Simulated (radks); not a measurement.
Results of a calculation; reference values are marked as such.
Question: All-electron atom: Tl in [Xe] 4f13.5 5d9 6s2 6p2.5 (fractional occupations, a model configuration). Code: a radial shooting solver on a logarithmic mesh with Libxc functionals. Model: non-relativistic Kohn-Sham, PBE, spin-unpolarised, spherical densities, point nucleus; relativity is left out, which matters for an element this heavy. Some entries of the table are withheld. Estimate them.

| orbital | occ. | eigenvalue (eV) | r(max) (bohr) | <r^2> (bohr^2) |
|---|---|---|---|---|
| 1s | 2 | -77011.25 | 0.01240 | 0.0004666 |
| 2s | 2 | -12948.53 | 0.06737 | 0.007244 |
| 2p | 6 | -12462.90 | 0.05223 | 0.005339 |
| 3s | 2 | -3081.767 | (1) | 0.04464 |
| 3p | 6 | -2851.489 | 0.1727 | 0.04103 |
| 3d | 10 | -2421.769 | (2) | 0.03151 |
| 4s | 2 | -683.2301 | 0.4080 | 0.2111 |
| 4p | 6 | -582.6675 | 0.4066 | 0.2156 |
| 4d | 10 | -397.3082 | 0.3979 | 0.2241 |
| 4f | 13.5 | -147.1721 | 0.3519 | 0.2452 |
| 5s | 2 | -113.8420 | 0.8886 | 1.038 |
| 5p | 6 | -80.2395 | 0.9348 | (3) |
| 5d | 9 | -26.0079 | 1.079 | (4) |
| 6s | 2 | -10.1745 | 2.222 | 7.612 |
| 6p | 2.5 | -4.1824 | 2.693 | 12.65 |

Answer: 
(1) 3s r(max) (bohr): 0.1838
(2) 3d r(max) (bohr): 0.1355
(3) 5p <r^2> (bohr^2): 1.202
(4) 5d <r^2> (bohr^2): 1.918
